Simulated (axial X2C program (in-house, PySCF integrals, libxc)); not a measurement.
Testing model relations on LiBa

A bond curve at the PBE0 level, two-component in a model world with the speed of light multiplied by 0.8, was computed with an axial X2C code built on PySCF integrals (basis Ba dyall-v3z [14s14p9d3f], Li dyall-v3z [7s8p2d] (cores contracted in-house)) for the state Ω = 1/2 (⟨Sz⟩ = 0.50, ⟨Lz⟩ = 0.00 at PBE0). Its fit gives Re = 3.7327 Å, ωe = 176.0 cm⁻¹, ωexe = 1.9 cm⁻¹ and αe = 2.337e-03 cm⁻¹; the masses are 137.9052 and 7.0160 u. Two-component means X2C with spin–orbit coupling and atomic mean-field Coulomb and Gaunt terms.

(1) Find the reduced mass, Be and the force constant.

(2) A Morse curve ties αe to the other constants (Pekeris). How well does that hold?

(3) Estimate the centrifugal constant by the Kratzer relation.

(4) The dipole moment p changes by 0.28 D/Å at Re. What harmonic infrared intensity follows?

(5) Where do the fundamental and the first overtone lie?

The state is one determinant whose occupation by symmetry is held fixed; it was picked as the lowest of a PBE0 search that is not exhaustive. Density functionals use the spin component along the axis (collinear).

## Answers

(1) From the PBE0 values: μ = 6.6763 u. Be = 16.8576/(μ Re²) = 0.1812 cm⁻¹. k = 5.8918×10⁻⁷ μ ωe² = 0.122 mdyn/Å.

(2) αe(Morse) = 6Be²/ωe × (√(ωexe/Be) − 1) = 2.506e-03 cm⁻¹; the PBE0 curve gives 2.337e-03 cm⁻¹, a ratio of 1.07.

(3) D = 4Be³/ωe² = 7.69e-07 cm⁻¹.

(4) I = 42.256 × (dp/dR)²/μ = 0.5 km/mol.

(5) ν(1←0) = ωe − 2ωexe = 172.2 cm⁻¹; ν(2←0) = 2ωe − 6ωexe = 340.6 cm⁻¹.
